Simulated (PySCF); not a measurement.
**How methods differ on the ionisation energy of Rh**

Rh [Kr] 4d8 5s1 (4F) → Rh⁺ [Kr] 4d8 (3F), as a difference of total energies. All numbers are calculated (PySCF 2.14, a scalar-relativistic core potential, in aug-cc-pwCVDZ-PP with ECP28MDF). Correlated levels: valence: 4s2 4p6 frozen; valence and next inner shell: nothing frozen outside the core potential. The calculations carry no spin-orbit coupling.

| method | ionisation energy (eV) | error (eV) |
| --- | --- | --- |
| UHF | 6.314 | -1.165 |
| LDA | 8.213 | +0.734 |
| PBE | 7.910 | +0.431 |
| PBE0 | 7.592 | +0.113 |
| r2SCAN | 7.822 | +0.343 |
| wB97M-V | 7.164 | -0.315 |
| BLYP | 7.870 | +0.391 |
| B3LYP | 7.769 | +0.290 |
| PW91 | 7.977 | +0.498 |
| MP2 (valence) | 7.253 | -0.226 |
| SCS-MP2 (valence) | 7.035 | -0.444 |
| MP2 (valence and next inner shell) | 7.464 | -0.015 |
| SCS-MP2 (valence and next inner shell) | 7.214 | -0.265 |

Reference: 7.479 eV (measured; NIST levels, between the centres of gravity of the two terms).

Errors of the correlated levels include the incompleteness of this basis and the frozen core.
